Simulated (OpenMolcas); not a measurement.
# Ag4+: effect of the basis set

| Property | Result |
| --- | --- |
| Program | OpenMolcas 26.06 |
| Method | CASSCF |
| Active space | 7 electrons in 5 orbitals (4d) |
| State averaging | 2S+1 = 4 even, 10 roots; 2S+1 = 2 even, 40 roots |
| Spin-orbit coupling | RASSI with atomic mean-field integrals over the reference wave functions, term energies averaged over their components |

A. ANO-R1 [6s4p3d1f], X2C, finite nucleus; cost about 7 core-seconds
B. ANO-RCC-VDZP [6s5p3d1f], DKH2, point nucleus; cost roughly 9 core-seconds
C. ANO-R2 [7s5p4d2f1g], X2C, finite nucleus; cost about 18 core-seconds
D. ANO-RCC-VTZP [7s6p4d2f1g], DKH2, point nucleus; cost about 8 core-seconds
E. ANO-R3 [8s6p5d3f2g1h], X2C, finite nucleus; cost roughly 15 core-seconds
F. ANO-RCC-VQZP [8s7p5d3f2g1h], DKH2, point nucleus; cost roughly 9 core-seconds

Energies in cm-1 above 4d7 4F 9/2, the measured ground level; measured values from the list in Gamrath, thesis, University of Mons (2023).

```tsv
Level	A	B	C	D	E	F	Measured
4d7 4F 9/2	0.0	0.0	0.0	0.0	0.0	0.0	0.0
4d7 4F 7/2	3770	3800	3458	3460	3510	3491	3690
4d7 4F 5/2	6049	6086	5604	5605	5677	5649	5816
4d7 4F 3/2	7458	7497	6946	6947	7029	6997	7097
4d7 4P 3/2 [68 %]	18158	17992	18361	18349	18315	18306	14204
4d7 4P 5/2	18609	18479	18625	18615	18615	18597	14899
4d7 2G 9/2	19277	19108	19423	19411	19381	19367	16875
4d7 4P 1/2	20997	20874	20875	20866	20887	20860	17067
4d7 2G 7/2	22990	22843	22861	22850	22873	22841	20442
4d7 2H 11/2	25700	25490	25821	25806	25783	25761	22532
4d7 2D 5/2(1)	28327	28103	28414	28398	28378	28351	24361
4d7 2P 1/2	29341	29170	29121	29108	29146	29103	24599
4d7 2H 9/2	29575	29400	29354	29340	29381	29338	26368
4d7 2D 3/2(1) [65 %]	34667	34495	34233	34219	34297	34237	30134
4d7 2F 5/2	41915	41553	42253	42229	42167	42138	34635
4d7 2F 7/2	43834	43492	43989	43965	43937	43897	36594
4d7 2D 3/2(2)	65217	64622	65862	65823	65703	65662	55041
4d7 2D 5/2(2)	67063	66488	67538	67500	67412	67360	56772
```

Deviations, from unrounded energies. A percentage is the sum of absolute deviations over the sum of measured energies, with the sign that they share, or ± where signs differ.

```tsv
Against measurement	Levels	A	B	C	D	E	F
mean absolute deviation (cm-1)	17	4200	4000	4300	4300	4200	4200
fine structure of the ground term (%)	3	+4.1	+4.7	-3.6	-3.6	-2.3	-2.8
other terms of the ground configuration (%)	14	+18.0	+17.1	+18.3	+18.2	+18.2	+18.1
```

A, B, F lie about equally close to measurement and C furthest from it. The largest miss of B in the table is 4d7 2D 5/2(2), by +9700 cm-1. The ranking rests on the paired levels alone, and a cruder setting can come out closer through cancelling errors.

Among A to F the level of the table that moves most is 4d7 2D 3/2(2), by 1200 cm-1 (lowest in B, highest in C).

Without dynamic correlation excited terms often stand tens of per cent too high (terms of higher spin than the ground term too low), and those without a measured partner can miss by more than the paired ones. The basis is small and was not contracted for so high a charge (holds for A; B). Measured partners are found by configuration, term and J. A level has none where our copy of the source lacks it or the pairing is in doubt (some pairs that miss far off the trend of their configuration count as doubtful), and it then counts in no deviation. Only configurations of the active space appear. Levels that lie high or do not pair safely by name in every column are left out.

A share in square brackets marks a mixed level and gives the weight of the term that names it, the lowest over the columns. A number in round brackets counts repeated terms of one configuration in the order of the reference energies.
